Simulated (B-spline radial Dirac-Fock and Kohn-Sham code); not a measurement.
## K-shell conversion coefficients at 20 keV, Ne to Nb

Method: a Dirac-Hartree-Slater potential of the neutral atom with a Latter tail (no hole, which puts coefficients of high multipoles low close above an edge), finite nucleus with surface currents. Computed with a radial finite-basis atomic code. Subshells within 1 keV of threshold and pair formation are left out.

| Z | element | E4 | E5 | M1 | M2 | M5 |
| --- | --- | --- | --- | --- | --- | --- |
| 10 | Ne | 72700 | 3.22e+06 | 0.0758 | 3.58 | 375000 |
| 12 | Mg | 95600 | 4.03e+06 | 0.146 | 6.84 | 660000 |
| 13 | Al | 106000 | 4.34e+06 | 0.195 | 9.15 | 841000 |
| 14 | Si | 114000 | 4.57e+06 | 0.257 | 12.0 | 1.05e+06 |
| 15 | P | 121000 | 4.71e+06 | 0.333 | 15.5 | 1.28e+06 |
| 16 | S | 127000 | 4.78e+06 | 0.425 | 19.8 | 1.53e+06 |
| 17 | Cl | 131000 | 4.76e+06 | 0.536 | 24.9 | 1.80e+06 |
| 18 | Ar | 132000 | 4.66e+06 | 0.669 | 31.0 | 2.08e+06 |
| 19 | K | 133000 | 4.50e+06 | 0.827 | 38.2 | 2.37e+06 |
| 20 | Ca | 131000 | 4.28e+06 | 1.01 | 46.7 | 2.66e+06 |
| 21 | Sc | 127000 | 4.01e+06 | 1.23 | 56.6 | 2.94e+06 |
| 22 | Ti | 123000 | 3.70e+06 | 1.48 | 68.1 | 3.20e+06 |
| 23 | V | 116000 | 3.35e+06 | 1.78 | 81.3 | 3.42e+06 |
| 24 | Cr | 109000 | 2.98e+06 | 2.12 | 96.5 | 3.61e+06 |
| 25 | Mn | 101000 | 2.62e+06 | 2.50 | 114 | 3.75e+06 |
| 26 | Fe | 91500 | 2.25e+06 | 2.95 | 134 | 3.82e+06 |
| 27 | Co | 81900 | 1.89e+06 | 3.45 | 156 | 3.83e+06 |
| 28 | Ni | 72000 | 1.56e+06 | 4.02 | 181 | 3.77e+06 |
| 29 | Cu | 62000 | 1.25e+06 | 4.66 | 209 | 3.62e+06 |
| 30 | Zn | 52400 | 972000 | 5.38 | 240 | 3.41e+06 |
| 31 | Ga | 43200 | 735000 | 6.20 | 275 | 3.13e+06 |
| 32 | Ge | 34700 | 534000 | 7.10 | 314 | 2.79e+06 |
| 33 | As | 26900 | 371000 | 8.11 | 357 | 2.40e+06 |
| 34 | Se | 20100 | 244000 | 9.24 | 404 | 1.99e+06 |
| 35 | Br | 14300 | 150000 | 10.5 | 455 | 1.56e+06 |
| 36 | Kr | 9510 | 84100 | 11.9 | 512 | 1.15e+06 |
| 37 | Rb | 5860 | 42200 | 13.4 | 574 | 781000 |
| 38 | Sr | 3200 | 17800 | 15.1 | 642 | 470000 |
| 40 | Zr | 472 | 1120 | 19.0 | 794 | 84000 |
| 41 | Nb | 67.7 | 63.7 | 21.2 | 880 | 13300 |
